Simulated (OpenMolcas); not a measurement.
**neutral lithium: RASPT2 settings compared**

```yaml
Program: OpenMolcas 26.06
Basis: ANO-RCC-VTZP [4s3p2d1f]
Scalar_Hamiltonian: DKH3, point nucleus
Active_space: 1 electron in 9 orbitals (RAS2 2s 2p; RAS3 3d, at most 1 electron)
State_averaging: 2S+1 = 2 even, 1 root; 2S+1 = 2 odd, 3 roots
Spin-orbit_coupling: RASSI with atomic mean-field integrals over the reference wave functions, term energies averaged over their components
```

Methods on the same reference wave functions:
A. RASSCF
B. SS-RASPT2, IPEA 0.1 Eh, real shift 0.3 Eh (closed shells correlated: 1s)
C. SS-RASPT2, IPEA 0.35 Eh, sigma2 regulariser 0.15 Eh (closed shells correlated: 1s)
D. XMS-RASPT2, IPEA 0.4 Eh, sigma2 regulariser 0.25 Eh (closed shells correlated: 1s)

Energies in eV above 2s ²S_1/2, the measured ground level; measured values from NIST Handbook of Basic Atomic Spectroscopic Data.

```tsv
Level	A	B	C	D	Measured
2s ²S_1/2	0.0000	0.0000	0.0000	0.0000	0.0000
2p ²P°_1/2	1.8412	1.844	1.843	1.843	1.8478
2p ²P°_3/2	1.8413	1.844	1.843	1.843	1.8479
```

Deviations, from unrounded energies. A percentage is the sum of absolute deviations over the sum of measured energies, with the sign that they share, or ± where signs differ.

```csv
Against measurement,Levels,A,B,C,D
mean absolute deviation (cm-1),2,53,33,36,41
other configurations (%),2,-0.4,-0.2,-0.2,-0.3
```

B, C lie about equally close to measurement and A furthest from it. The largest miss of B in the table is 2p ²P°_3/2, by -33 cm-1. The ranking rests on the paired levels alone, and a cruder setting can come out closer through cancelling errors.

Among B to D the level of the table that moves most is 2p ²P°_1/2, by 8 cm-1 (lowest in D, highest in B).

The lowest spin-free term lies below A's lowest term by 0.031 hartree in B, 0.031 hartree in C, 0.031 hartree in D.

With one active electron outside closed inactive shells, the extra shells (3d) add no correlation to the reference. ANO sets are built for ground and valence states and can reach diffuse excited orbitals poorly. With one active electron the reference holds no correlation, so core polarisation is missing (holds for A). With one active electron, CASPT2 adds the correlation within the correlated inactive shells and between them and that electron, and leaves the splitting within a term as the reference gives it (holds for B; C; D). Measured partners are found by configuration, term and J. A level has none where our copy of the source lacks it or the pairing is in doubt (some pairs that miss far off the trend of their configuration count as doubtful), and it then counts in no deviation. Levels of configurations outside the active space are missing.

° marks odd parity.
